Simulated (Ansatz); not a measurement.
```xyz
16

C     1.7630   -0.3222    0.8826
C     1.0509    0.7357    0.0174
B    -0.3262    0.1055   -0.3838
C    -0.4582   -0.7304   -1.6942
Si   -1.9200    0.4147    0.8347
H     1.1906   -0.5554    1.7845
H     2.7453    0.0345    1.1999
H     1.9125   -1.2562    0.3344
H     0.9601    1.6580    0.5991
H     1.6721    0.9514   -0.8593
H    -1.1682   -1.5591   -1.6502
H     0.4948   -1.0785   -2.1039
H    -0.8738   -0.0272   -2.4352
H    -2.5190    1.7402    0.4883
H    -1.5194    0.4906    2.2705
H    -3.0045   -0.6017    0.7152
```

Total charge 0; spin multiplicity 1.

Problem. List the r2SCAN/def2-TZVPP orbital energies in eV (Ansatz 0.2.0). (An estimate is asked.)

Solution. Computed: Occupied: -1790.22, -273.10, -272.56, -272.47, -180.30, -140.75, -95.61, -95.61, -95.57, -19.92, -18.24, -15.96, -13.61, -11.68, -11.33, -10.49, -10.25, -9.69, -9.31, -8.90, -8.43, -8.36, -7.58, -6.55. Lowest empty: -2.01, 0.74, 0.91, 1.30, 1.47, 1.99, 2.19, 2.47.
